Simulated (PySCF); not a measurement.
## Field gradients at the hydrogen positions

C₂H₁₄SSi₄.
Cartesian coordinates in Å at the GFN2-xTB level; atoms count from 1:
```xyz
21
C2H14SSi4 angstrom
Si    -4.5333    0.5051   -0.2358
Si    -2.7187   -0.7260    0.4901
C     -1.0833    0.1888    0.1248
C      0.1490   -0.6405    0.4747
Si     1.7553    0.3002    0.1398
S      3.3634   -1.1153    0.3521
Si     5.0981    0.0413   -0.1246
H     -5.3606   -0.2337   -1.1931
H     -5.4270    0.8901    0.8593
H     -4.1475    1.7512   -0.9071
H     -2.7375   -0.9972    1.9366
H     -2.6205   -2.0448   -0.1547
H     -1.0543    1.1279    0.6816
H     -1.0402    0.4635   -0.9312
H      0.1033   -0.9304    1.5264
H      0.1355   -1.5711   -0.0960
H      1.9675    1.3894    1.0932
H      1.8111    0.8317   -1.2223
H      6.1545   -0.9504   -0.2079
H      4.8621    0.7234   -1.3912
H      5.3142    1.0137    0.9397
```

Level: PBE0/pcSseg-1 (PySCF, non-relativistic); Q(2H) = 0.00286 b; rigid geometry, the same for H and D, with no vibrational averaging.

Question: Rank these positions by the coupling χzz of a deuteron there, largest first.
A. H16 (methylene hydrogen)
B. H9 (Si–H hydrogen)
C. H19 (Si–H hydrogen)

Answer: A (207 kHz), C (114 kHz), B (110 kHz).

Give the electric field gradient Vzz (the principal value of largest size), its asymmetry and the 2H coupling at each hydrogen.

| atom | bonded to | bond length (Å) | Vzz (au) | η | χzz (kHz) |
| --- | --- | --- | --- | --- | --- |
| H8 | Si1 | 1.465 | 0.1641 | 0.00 | 110 |
| H9 | Si1 | 1.465 | 0.1642 | 0.00 | 110 |
| H10 | Si1 | 1.467 | 0.1628 | 0.00 | 109 |
| H11 | Si2 | 1.472 | 0.1587 | 0.02 | 107 |
| H12 | Si2 | 1.471 | 0.1589 | 0.02 | 107 |
| H13 | C3 | 1.092 | 0.3088 | 0.04 | 207 |
| H14 | C3 | 1.092 | 0.3084 | 0.03 | 207 |
| H15 | C4 | 1.092 | 0.3080 | 0.03 | 207 |
| H16 | C4 | 1.092 | 0.3074 | 0.03 | 207 |
| H17 | Si5 | 1.463 | 0.1618 | 0.02 | 109 |
| H18 | Si5 | 1.463 | 0.1614 | 0.03 | 108 |
| H19 | Si7 | 1.451 | 0.1702 | 0.02 | 114 |
| H20 | Si7 | 1.458 | 0.1649 | 0.02 | 111 |
| H21 | Si7 | 1.458 | 0.1653 | 0.02 | 111 |

Average by the element that carries the hydrogen.

on Si: 110 kHz over 10 positions, mean bond length 1.463 Å; on C: 207 kHz over 4 positions, mean bond length 1.092 Å.

How does χzz go with the bond length over the 10 Si–H bonds?

A straight-line fit has a slope of -3.3 kHz for each 0.01 Å, with a correlation coefficient of -0.91, over lengths from 1.451 to 1.472 Å. The longer bonds have the smaller couplings here.

Give the 2H NMR doublet splittings at H14 for a magnetic field along the z, y and x axes of the gradient: 3χ/2, 3χ(1 + η)/4, 3χ(1 − η)/4.

With |χ| = 207.2 kHz and η = 0.034: 311, 161 and 150 kHz, to first order and without motion.

Geometry: GFN2-xTB, one conformer, isolated molecule. GFN2-xTB bond lengths can be off by several hundredths of an ångström, more for odd bonds, and the gradients follow them. A larger basis could move these couplings by a tenth or more.

These values come from a run that also computed NMR shieldings. Time: 84 s; peak memory 0.95 GiB. Hardware: one thread of an Arm Neoverse N1, no GPU, shared host with 64 logical CPUs at a one-minute load of 61.
